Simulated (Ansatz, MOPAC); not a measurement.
Species: CH₅OSi (charge 0, doublet). SMILES: C[SiH2][O]

Atoms: C1, Si2, O3, H4, H5, H6, H7, H8. Bonds: C1-Si2, C1-H4, C1-H5, C1-H6, Si2-O3, Si2-H7, Si2-H8.

Bond lengths (Å) and angles (degrees) optimised at AM1 with MOPAC; PM3 with MOPAC; HF/STO-3G with Ansatz (a first-principles code); HF/3-21G with Ansatz; B3LYP/LANL2DZ with Ansatz; MP2/6-31G* with Ansatz, each started from the B3LYP-D3(BJ)/def2-TZVP structure (Ansatz) of the last column. A row stands for all coordinates that are equal there; 8 of 13 kinds are shown. 6-31G* holds six Cartesian d functions. No wavenumbers were computed at HF/STO-3G, B3LYP/LANL2DZ, MP2/6-31G*, so these may be saddle points.

```tsv
coordinate	AM1	PM3	HF/STO-3G	HF/3-21G	B3LYP/LANL2DZ	MP2/6-31G*	B3LYP-D3(BJ)/def2-TZVP
C1-Si2	1.797	1.875	1.859	1.903	1.894	1.874	1.885
C1-H4	1.116	1.094	1.082	1.086	1.098	1.094	1.093
C1-H5	1.116	1.094	1.082	1.084	1.095	1.092	1.089
Si2-O3	1.762	1.662	1.724	1.739	1.761	1.703	1.658
Si2-H7	1.462	1.507	1.424	1.482	1.486	1.485	1.483
C1-Si2-O3	113.0	113.2	111.7	106.2	104.5	104.1	102.7
Si2-C1-H4	112.0	111.5	110.8	109.9	109.5	110.0	107.6
Si2-C1-H5	111.9	111.5	111.5	111.2	111.0	111.1	110.8
```

Mean signed difference of all 7 bond lengths from B3LYP-D3(BJ)/def2-TZVP: AM1 0.007 Å, PM3 0.008 Å, HF/STO-3G -0.015 Å, HF/3-21G 0.011 Å, B3LYP/LANL2DZ 0.019 Å, MP2/6-31G* 0.006 Å.
